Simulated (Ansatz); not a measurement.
One geometry of the cluster H₄Au₃⁺, several levels of theory.

```yaml
crystal:
  periodic: [false, false, false]
  atoms:
    - {symbol: Au, position_ang: [-0.003308, -0.000321, 0.003993]}
    - {symbol: Au, position_ang: [0.530886, 2.257198, 1.308285]}
    - {symbol: Au, position_ang: [-0.525999, -2.253568, -1.312216]}
    - {symbol: H, position_ang: [-0.981777, -2.803207, -2.732329]}
    - {symbol: H, position_ang: [0.988303, 2.801607, 2.729877]}
    - {symbol: H, position_ang: [-0.008423, 1.673378, -0.353212]}
    - {symbol: H, position_ang: [0.000318, -1.675097, 0.355603]}
basis:
  gaussian: {orbitals: def2-TZVP}
total_charge: 1
magnetization: {spin_polarized: true, initial_magnetization: 2}
hamiltonian: {xc: pbe0, dispersion: d4}
scf: {omitted_lower_state_checks: [starts]}
output: {orbitals: {seedname: orbitals}}
```

The file start.molden holds the orbitals of an earlier run on this structure, at another level or in another basis.

```sh
$ ansatz run in.yaml --threads 4 --pin off --events-out ev --progress --plain --max-ram 3916MiB
```

Output, abridged:

```
Functional definition: PBE0
1409 factors; their error is unknown
mean field evaluation 1: about -11130.7890 eV, gradient 3.7e1 eV
mean field evaluation 2: about -11105.9109 eV, gradient 8.5e1 eV
mean field evaluation 4: about -11135.9572 eV, gradient 3.8e0 eV
mean field evaluation 8: about -11136.0451 eV, gradient 1.7e-1 eV
mean field evaluation 16: about -11136.1519 eV, gradient 1.3e-3 eV
mean field -11136.15194653 eV, -409.2460356800 hartree, gradient 8.8e-5 eV, S^2 2.008507; 0 other end points of the search recorded, 0 dependent functions left out
reference -11136.15199207 eV, -409.2460373537 hartree; 31, 29 occupied and 113, 115 virtual orbitals, 1409 factors
Total energy: -11136.29893439 eV, -409.2514373843 hartree
Checks for a lower state left out: starts
```

Run time 3.9 s (4 threads of Arm Neoverse V2 on a shared host).

First input, but with `gaussian: {orbitals: def2-TZVP, initial_orbitals: start.molden}`, `hamiltonian: {xc: pbe, dispersion: d4}` (abridged; 2.6 s):

```
Functional definition: PBE
mean field -11140.09074205 eV, -409.3907837455 hartree, gradient 1.2e-5 eV, S^2 2.004246
Total energy: -11140.26143345 eV, -409.3970565388 hartree
Checks for a lower state left out: starts
```

The first input with `gaussian: {orbitals: def2-TZVP, initial_orbitals: start.molden}`, `hamiltonian: {xc: r2scan, dispersion: d4}` (abridged; 5.5 s):

```
Functional definition: r2SCAN
mean field -11141.69994700 eV, -409.4499209369 hartree, gradient 1.9e-5 eV, S^2 2.009417
Total energy: -11141.73750518 eV, -409.4513011743 hartree
Checks for a lower state left out: starts
```

Geometry: PBE-D4/def2-TZVP, that of the neutral doublet.

In the def2 sets Au takes a core potential; there is no spin–orbit coupling. The order of the spin states hangs on the level: the singlet lies 0.31 eV below the triplet at PBE-D4/def2-TZVP, but 0.35 eV above it at PBE0-D4/def2-TZVP. The singlet is doubtful at PBE0-D4/def2-TZVP (restricted singlet with a triplet 0.35 eV lower at the same geometry). The structure comes from a short search, and lower isomers may exist.
